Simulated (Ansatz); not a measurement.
`O=CC([SiH3])[SiH3]` + NH₃ → `NC([SiH3])[SiH3]` + `C=O` at 700 K and 1 bar (substitution at a C–C bond).

Gas-phase electronic energies from Ansatz, PBE0-D4/def2-TZVP geometries. CCSD(T)/CBS is the MP2 limit (def2-TZVPP, def2-QZVPP) plus CCSD(T) − MP2 in def2-TZVPP, frozen cores. This one scheme is used for every species. Each species was taken in one conformer, which may not be the lowest.

| species | CCSD(T)/CBS energy (Eh) | H − E (kJ/mol) | S (J/(mol·K)) |
| --- | --- | --- | --- |
| `O=CC([SiH3])[SiH3]` | -734.22953 | 321.0 | 514.8 |
| NH₃ | -56.50880 | 116.9 | 226.5 |
| `NC([SiH3])[SiH3]` | -676.30452 | 337.0 | 488.9 |
| `C=O` | -114.39408 | 97.4 | 254.3 |

H − E and S are ideal-gas, rigid-rotor, harmonic terms from PBE0-D4/def2-TZVP, for one conformer and one mirror image of each species. 1 Eh = 2625.50 kJ/mol, R = 8.31446 J/(mol·K).

Q: By hand: ΔE, ΔH, ΔS and ΔG.

A: ΔE = (-676.30452) + (-114.39408) − (-734.22953) − (-56.50880) = 0.03973 Eh = 104.3 kJ/mol. Δ(H − E) = 337.0 + 97.4 − 321.0 − 116.9 = -3.5, so ΔH = 100.8 kJ/mol. ΔS = 488.9 + 254.3 − 514.8 − 226.5 = 1.9 J/(mol·K). ΔG = 100.8 − 700 × (1.9)/1000 = 99.5 kJ/mol.

Q: By hand: the equilibrium constant, and the temperature at which ΔG would vanish if ΔH and ΔS stayed fixed.

A: log₁₀ K = −ΔG/(RT ln 10) = -7.4. ΔG = 0 at ΔH/ΔS = 53053 K, far beyond where these terms or the molecules hold.

The number of gas molecules stays the same, so ΔS is small and ΔH decides. A doubt of 5 kJ/mol in ΔE shifts log₁₀ K by 0.4 here. Other conformers and mirror images would add mixing entropy, several J/(mol·K) or more a flexible species. These are equilibria of isolated gas molecules and say nothing of rates. Largest T1 diagnostic: 0.015 (customary marks: 0.02 for closed shells, 0.045 for open ones).
